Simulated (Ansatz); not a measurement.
Molecule: sum formula GeOCl₂ (charge 0, singlet). 
Geometry from a B3LYP-D3(BJ)/def2-TZVP (Ansatz, a first-principles code) optimisation:
```xyz
4

Ge    -0.3016    -0.2691    -0.0380
O     -1.5147    -1.3513    -0.1907
Cl    -0.3032     1.7434    -0.7324
Cl     1.5837    -0.6010     0.8936
```
Charge 0, spin multiplicity 1.

Quantity: vertical triplet-singlet gap (E(triplet) - E(singlet); each state is the SCF solution reached for its spin; for the triplet the Hartree-Fock reference is unstable and T1 is 0.018), in kJ/mol. Correlated levels leave the core frozen unless marked. UHF or UKS for open shells. No spin-orbit coupling. Frozen are the shells of the preceding noble gas and the d and f shells that filled before the atom's block. Non-relativistic. CBS marks a two-point X^-3 extrapolation of the correlation energy; Hartree-Fock from the larger set.

```csv
level,program,vertical triplet-singlet gap (kJ/mol)
HF/def2-QZVPPD,Ansatz,247.2
RI-HF/def2-TZVPPD,Ansatz,248.5
SVWN5/def2-TZVPD,Ansatz,352.6
PBE/def2-TZVPD,Ansatz,346.6
r2SCAN/def2-TZVPD,Ansatz,341.6
B3LYP/def2-TZVPD,Ansatz,339.9
PBE0/def2-TZVPD,Ansatz,339.6
BHLYP/def2-TZVPD,Ansatz,317.2
CAM-B3LYP/def2-TZVPD,Ansatz,342.5
wB97M-V/def2-TZVPD,Ansatz,354.8
wB97X-V/def2-TZVPD,Ansatz,360.4
B2PLYP/def2-TZVPD,Ansatz,375.5
RI-MP2/def2-TZVPPD,Ansatz,449.9
RI-MP2/def2-QZVPPD,Ansatz,453.1
"RI-MP2/CBS(def2-TZVPPD,def2-QZVPPD)",Ansatz,456.5
CCSD/def2-SVPD,Ansatz,381.8
CCSD/def2-TZVPPD,Ansatz,374.5
CCSD(T)/def2-SVPD,Ansatz,393.3
CCSD(T)/def2-TZVPPD,Ansatz,388.8
```
